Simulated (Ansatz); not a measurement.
Ideal-gas functions of ClFH2NSi, SMILES `[NH][SiH](F)Cl` radical at 500 K and 1 bar, from an Ansatz frequency run at PBE0-D4/def2-TZVP.

Molar mass 98.56 g/mol, point group C1 (symmetry number 1), electronic degeneracy 2, moments of inertia 75.764, 142.942, 196.196 u Å². Harmonic wavenumbers (cm⁻¹, unscaled): 181, 205, 249, 331, 557, 712, 806, 836, 874, 934, 2316, 3504.

Use S(trans) = R[1.5 ln M + 2.5 ln T − 1.1517]; rotational temperatures θ = 24.2544 K / I; S(rot) = R[ln(√π/σ · √(T³/θAθBθC)) + 1.5]; for each mode x = 1.438777 ν̃/T, S = R[x/(eˣ − 1) − ln(1 − e⁻ˣ)] and H = RT x/(eˣ − 1); 1 cm⁻¹ = 0.0119627 kJ/mol; R = 8.31446 J/(mol·K).

By hand: the entropy, in J/(mol·K).

Translation 176.9. Rotation: θ = 0.3201, 0.1697, 0.1236 K, giving 115.5. Vibration, mode by mode: 13.83, 12.82, 11.26, 9.03, 5.23, 3.67, 2.96, 2.77, 2.54, 2.22, 0.08, 0.00, in all 66.4. Electronic 5.8. Sum 364.6 J/(mol·K).

By hand: H − E and G − E in kJ/mol, counted from the electronic energy.

Zero-point energy ½ × 11505 × 0.0119627 = 68.8; thermal vibration 18.3; translation, rotation and pV give 4 RT = 16.6. H − E = 103.7 kJ/mol, and G − E = 103.7 − 500 × 364.6/1000 = -78.6 kJ/mol.

Vibration gives 18 % of the entropy. The sum counts one conformer and one mirror image; others add a mixing term.
